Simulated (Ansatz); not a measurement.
F3HSeZr (`[F][Zr]([F])([F])[SeH]`), 6 atoms. Total charge 0; spin multiplicity 1. Correlated methods include outer-core shells of Se, Zr, which these sets cover unevenly. Scalar relativity is left out up to krypton. Zr: def2 effective core potential. All runs use 4 threads of an Arm Neoverse V1 on a shared host. Correlated methods freeze the cores.

How many basis functions does each run have, and how long does it take in Ansatz? RKS ωB97M-V/def2-TZVPP energy and forces; RKS PBE0-D4/def2-TZVP relaxation (29 steps); RHF-CCSD(T)/def2-SVP energy; RKS PBE0-D4/def2-SVP energy; RHF-CCSD(T)/def2-TZVPP energy; direct RPA on PBE orbitals/def2-TZVPP energy; RKS LC-ωPBE/def2-TZVPP energy; RKS ωB97M-V/def2-SVP energy; RKS PBE0-D4/def2-QZVPP energy; RKS ωB97X-V/def2-TZVPP energy; RKS HSE06 (plane-wave form)-D4/def2-TZVPP energy; RHF-MP2/def2-QZVPP energy. (An estimate is asked.)

The calculation gave: Other jobs shared the machine, so times are rough.

| level | job | functions | wall time | peak host memory (GiB) |
| --- | --- | --- | --- | --- |
| RKS PBE0-D4/def2-SVP | energy | 110 | 1.7 s | 0.25 |
| RKS LC-ωPBE/def2-TZVPP | energy | 211 | 3.1 s | 0.38 |
| RKS HSE06 (plane-wave form)-D4/def2-TZVPP | energy | 211 | 3.8 s | 0.64 |
| direct RPA on PBE orbitals/def2-TZVPP | energy | 211 | 5.5 s | 0.48 |
| RKS PBE0-D4/def2-QZVPP | energy | 371 | 7.5 s | 1.3 |
| RKS ωB97M-V/def2-SVP | energy | 110 | 8 s | 0.39 |
| RKS ωB97X-V/def2-TZVPP | energy | 211 | 10 s | 0.76 |
| RKS ωB97M-V/def2-TZVPP | energy and forces | 211 | 15 s | 0.8 |
| RHF-CCSD(T)/def2-SVP | energy | 110 | 15 s | 0.63 |
| RHF-MP2/def2-QZVPP | energy | 371 | 16 s | 1.6 |
| RKS PBE0-D4/def2-TZVP | relaxation (29 steps) | 187 | 110 s | 0.53 |
| RHF-CCSD(T)/def2-TZVPP | energy | 211 | 4.4 min | 3.7 |

LC-ωPBE has ω = 0.4 bohr⁻¹.
